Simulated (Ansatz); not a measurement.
A structure relaxed at r2SCAN-D4/def2-SVP in Ansatz, charge 0, doublet:

```
atom    x (Å)    y (Å)    z (Å)
 Na1   0.1849  -0.3051  -1.5182
 Na2  -3.6315  -0.6876  -0.5633
 Na3  -0.0726  -1.1031   1.1005
 Na4  -0.9655   1.5500   0.3747
 Na5   3.2234   0.8155   0.5643
  O6  -1.6132  -0.4017  -0.2804
  O7   1.7580  -0.6201  -0.0158
  O8   1.1166   0.7521   0.3383
```

Q: Give its formula and point group.

A: the cluster Na5O3. Point group Cs (tolerance 0.1 Å).

Q: Summarise the bond lengths by kind (pairs closer than 1.2 times the sum of covalent radii, bridged metal pairs left out).

A: 11 × Na–O 2.06 to 2.33 Å; 1 × O–O 1.56 Å.

The structure holds 1 bond(s) between oxygen atoms. The structure comes from a short search, and lower isomers may exist.
